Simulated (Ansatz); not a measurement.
Geometry optimisation, RKS PBE/def2-SVP (Ansatz 0.2.0).

The input (input.yaml):

```yaml
crystal:
  periodic: [false, false, false]
  atoms:
    - { symbol: S, position_ang: [-2.07142, -0.28349, 1.29348] }
    - { symbol: Si, position_ang: [-0.82066, 0.23958, -0.42137] }
    - { symbol: C, position_ang: [-1.29159, 1.65602, -1.51512] }
    - { symbol: Si, position_ang: [-0.01494, 2.40554, -0.48915] }
    - { symbol: H, position_ang: [-1.12053, -0.14171, 2.20144] }
    - { symbol: H, position_ang: [-0.0927, -1.02483, -0.54294] }
    - { symbol: H, position_ang: [-1.91579, 1.76189, -2.38601] }
    - { symbol: H, position_ang: [0.47008, 3.79198, -0.57829] }
basis:
  gaussian: { orbitals: def2-SVP }
hamiltonian:
  xc: pbe
relax:
  f_tol: 0.015
  max_steps: 40
```

Command:

```bash
$ ansatz run input.yaml --threads 1 --pin off --max-ram 2048MiB --backend cpu --events-out ev --progress --plain --runs-dir out
```

Where does it end, and by what steps?

The forces met the threshold. After 11 steps the energy has fallen by 0.461 eV; H5 moved furthest, 1.08 Å.

| step | energy less start (eV) | largest force component (eV/Å) | accepted |
| --- | --- | --- | --- |
| 0 | 0.0000 | 1.606 | yes |
| 1 | -0.2622 | 0.771 | yes |
| 2 | -0.3253 | 0.599 | yes |
| 3 | -0.3721 | 0.372 | yes |
| 4 | -0.4066 | 0.207 | yes |
| 5 | -0.4218 | 0.509 | yes |
| 6 | -0.4442 | 0.311 | yes |
| 7 | -0.4586 | 0.099 | yes |
| 8 | -0.4592 | 0.109 | yes |
| 9 | -0.4604 | 0.110 | yes |
| 10 | -0.4609 | 0.043 | yes |
| 11 | -0.4611 | 0.012 | yes |

```xyz
8
Properties=species:S:1:pos:R:3
S -2.068 0.106 1.524
Si -0.708 0.486 -0.116
C -1.240 1.616 -1.483
Si 0.067 2.507 -0.732
H -1.494 -1.088 1.846
H 0.086 -0.781 -0.302
H -2.037 1.626 -2.245
H 0.537 3.933 -0.931
```

Whether the end is a true minimum wasn't checked by a vibrational analysis.

Time of the run: 61 s on 1 thread of Intel(R) Xeon(R) Processor @ 2.50GHz (Skylake/Cascade Lake) (shared host), peak memory 0.13 GiB.
